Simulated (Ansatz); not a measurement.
One change: `OBNCS` becomes `CNBO`.

Ansatz, PBE0-D4/def2-TZVP geometries, multiplicity 1. Each molecule was computed in one conformer, which needn't be the lowest.

| property | `OBNCS` |
| --- | --- |
| HOMO energy (PBE0/def2-TZVPP) / eV | -7.24 |
| size of the dipole moment (ωB97M-V/def2-TZVPP) / D | 3.04 |
| size of the dipole moment (PBE/def2-TZVPP) / D | 3.04 |
| HOMO–LUMO gap (PBE/def2-TZVPP) / eV | 5.08 |
| HOMO energy (PBE/def2-TZVPP) / eV | -5.97 |
| LUMO energy (B3LYP/def2-TZVPP) / eV | -0.22 |

(1) What does the change do to each property? (Estimate.)

Answers

(1) Ansatz gave: 
```json
{"property": "HOMO energy (PBE0/def2-TZVPP) / eV", "`CNBO`": "-7.11", "shift": "0.13"}
{"property": "size of the dipole moment (ωB97M-V/def2-TZVPP) / D", "`CNBO`": "0.56", "shift": "-2.48"}
{"property": "size of the dipole moment (PBE/def2-TZVPP) / D", "`CNBO`": "0.53", "shift": "-2.51"}
{"property": "HOMO–LUMO gap (PBE/def2-TZVPP) / eV", "`CNBO`": "6.15", "shift": "1.07"}
{"property": "HOMO energy (PBE/def2-TZVPP) / eV", "`CNBO`": "-5.74", "shift": "0.23"}
{"property": "LUMO energy (B3LYP/def2-TZVPP) / eV", "`CNBO`": "0.87", "shift": "1.09"}
```

With PBE0 the HOMO rises by 0.13 eV and the LUMO rises by 1.18 eV, so the gap widens by about 1.05 eV. PBE moves the HOMO by 0.23 eV and ωB97M-V by 0.03 eV. Dipoles are sizes alone; their direction can turn.

B3LYP here is the variant with VWN-RPA as its local correlation; programs differ in this.
